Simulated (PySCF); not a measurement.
**How methods differ on the excitation energy of Sn**

Sn [Kr] 4d10 5s2 5p2 (3P) → Sn [Kr] 4d10 5s1 5p3 (5S), as a difference of total energies. Calculation: PySCF 2.14, in aug-cc-pVTZ-PP with ECP28MDF; a scalar-relativistic core potential. Correlated levels: valence: 4s2 4p6 4d10 frozen. The calculations carry no spin-orbit coupling.

```csv
method,excitation energy (eV)
UHF,2.963
MP2 (valence),3.722
SCS-MP2 (valence),4.065
CCSD (valence),3.920
CCSD(T) (valence),3.956
```

Q: How much does correlation contribute at CCSD(T) (valence)?

A: 3.956 − (2.963) = 0.993 eV, measured against UHF.

Errors of the correlated levels include the incompleteness of this basis and the frozen core.

For comparison: 4.607 eV (measured; NIST levels, between the centres of gravity of the two terms).
